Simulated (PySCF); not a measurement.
**Field gradients at the hydrogen positions**

C4H15PSi3.
Structure used (GFN2-xTB), in Å, numbered top down from 1:
```
atom  x, y, z in Å
C1    -2.4443   -2.1236    1.0259
C2    -2.7504   -1.0810    0.2711
C3    -2.5647    0.3370    0.6747
Si4   -1.0319    1.0919   -0.1920
Si5    0.8841   -0.1216    0.3285
P6     0.5806   -2.3541    0.1763
C7     2.3379    0.4310   -0.7905
Si8    2.9950    2.1897   -0.4984
H9    -2.0672   -2.0028    2.0291
H10   -2.5834   -3.1359    0.6868
H11   -3.1381   -1.2314   -0.7290
H12   -3.4503    0.9162    0.4107
H13   -2.4361    0.4029    1.7557
H14   -0.9487    2.4955    0.2337
H15   -1.3258    1.1279   -1.6354
H16    1.3313    0.0368    1.7289
H17    1.8537   -2.6096   -0.3008
H18    0.0610   -2.3252   -1.1055
H19    3.1650   -0.2710   -0.6688
H20    2.0279    0.3436   -1.8339
H21    3.5500    2.2890    0.8515
H22    1.8982    3.1456   -0.6616
H23    4.0514    2.4759   -1.4741
```

Level: PBE0/pcSseg-1 (PySCF, non-relativistic); Q(2H) = 0.00286 b; rigid geometry, the same for H and D, with no vibrational averaging.

Question: Rank these positions by the coupling χzz of a deuteron there, largest first.
A. H17 (P–H hydrogen)
B. H10 (vinylic hydrogen)
C. H16 (Si–H hydrogen)
D. H11 (vinylic hydrogen)
E. H14 (Si–H hydrogen)
F. H12 (methylene hydrogen)

Answer: B (228 kHz), D (217 kHz), F (210 kHz), A (146 kHz), E (108 kHz), C (104 kHz).

Question: Tabulate Vzz, the asymmetry η and χzz = 234.96 MHz × Q × Vzz for every hydrogen position.

Answer: 
| atom | bonded to | bond length (Å) | Vzz (au) | η | χzz (kHz) |
| --- | --- | --- | --- | --- | --- |
| H9 | C1 | 1.079 | 0.3345 | 0.06 | 225 |
| H10 | C1 | 1.077 | 0.3390 | 0.05 | 228 |
| H11 | C2 | 1.083 | 0.3233 | 0.06 | 217 |
| H12 | C3 | 1.091 | 0.3131 | 0.04 | 210 |
| H13 | C3 | 1.091 | 0.3115 | 0.03 | 209 |
| H14 | Si4 | 1.469 | 0.1608 | 0.01 | 108 |
| H15 | Si4 | 1.473 | 0.1580 | 0.02 | 106 |
| H16 | Si5 | 1.479 | 0.1541 | 0.02 | 104 |
| H17 | P6 | 1.383 | 0.2168 | 0.07 | 146 |
| H18 | P6 | 1.383 | 0.2163 | 0.07 | 145 |
| H19 | C7 | 1.092 | 0.3176 | 0.00 | 213 |
| H20 | C7 | 1.092 | 0.3168 | 0.01 | 213 |
| H21 | Si8 | 1.463 | 0.1635 | 0.01 | 110 |
| H22 | Si8 | 1.464 | 0.1621 | 0.02 | 109 |
| H23 | Si8 | 1.466 | 0.1611 | 0.01 | 108 |

Question: Average by the element that carries the hydrogen.

Answer: on C: 217 kHz over 7 positions, mean bond length 1.086 Å; on Si: 107 kHz over 6 positions, mean bond length 1.469 Å; on P: 146 kHz over 2 positions, mean bond length 1.383 Å.

Question: How does χzz go with the bond length over the 7 C–H bonds?

Answer: A straight-line fit has a slope of -10.3 kHz for each 0.01 Å, with a correlation coefficient of -0.95, over lengths from 1.077 to 1.092 Å. The longer bonds have the smaller couplings here.

Question: Give the 2H NMR doublet splittings at H21 for a magnetic field along the z, y and x axes of the gradient: 3χ/2, 3χ(1 + η)/4, 3χ(1 − η)/4.

Answer: With |χ| = 109.9 kHz and η = 0.010: 165, 83 and 82 kHz, to first order and without motion.

Isolated species at its GFN2-xTB geometry (one conformer only). GFN2-xTB bond lengths can be off by several hundredths of an ångström, more for odd bonds, and the gradients follow them. The small basis limits the accuracy of the gradients.

The run behind these numbers computed NMR shieldings as well. The run took 2.6 min on an Intel Xeon at 2.50 GHz with one thread (shared host), and the process peaked at 1.1 GiB of memory.
